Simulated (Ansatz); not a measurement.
C2H6Cl2Si can be A, `C[SiH](Cl)CCl`, or B, `C[Si](C)(Cl)Cl`.

Program: Ansatz. Geometries: PBE0-D4/def2-TZVP. ΔE: electronic, gas phase. CBS: MP2 limit from def2 TZ/QZ plus the TZ coupled-cluster correction, frozen cores. DFT in def2-TZVPP. B3LYP here is the variant with VWN-RPA as its local correlation; programs differ in this. Each species was taken in one conformer, which may not be the lowest.

A:

Z-matrix (Å, degrees):
```
C
Si 1 1.853
H 1 1.092 2 110.0
H 1 1.092 2 110.5 3 -119.9
H 1 1.092 2 110.7 3 120.1
Cl 2 2.067 1 109.6 3 -177.7
C 2 1.877 1 112.0 3 -60.1
H 2 1.481 1 112.4 3 62.9
Cl 7 1.788 2 107.9 1 62.4
H 7 1.090 2 112.1 1 -179.0
H 7 1.090 2 112.3 1 -56.3
```

B:

```xyz
11

C    -0.250    1.043    1.190
Si   -0.306   -0.507    0.182
C     0.626   -0.418   -1.415
Cl    0.463   -2.051    1.306
Cl   -2.272   -0.953   -0.229
H    -0.679    1.876    0.628
H    -0.818    0.919    2.114
H     0.783    1.290    1.449
H     0.220    0.376   -2.046
H     0.550   -1.363   -1.955
H     1.682   -0.211   -1.226
```

Which is lower in electronic energy at CCSD(T)/CBS, and by how much? (Estimate.)

Computed: B, by 43.8 kcal/mol.

Give E(B) − E(A) in kcal/mol with B3LYP, HF/def2-TZVPP, MP2/def2-TZVPP, PBE0-D4, r2SCAN-D4, CCSD(T)/def2-TZVPP, ωB97M-V. (An estimate is asked.)

The calculation gave: B3LYP -42.7, HF/def2-TZVPP -43.8, MP2/def2-TZVPP -45.2, PBE0-D4 -43.8, r2SCAN-D4 -44.9, CCSD(T)/def2-TZVPP -43.4, ωB97M-V -44.3. None reverses the order clearly.

Largest T1 diagnostic: 0.009.

From PBE to PBE0 (25 % exact exchange), in def2-TZVPP and without D4, E(B) − E(A) moves by −1.2 kcal/mol.
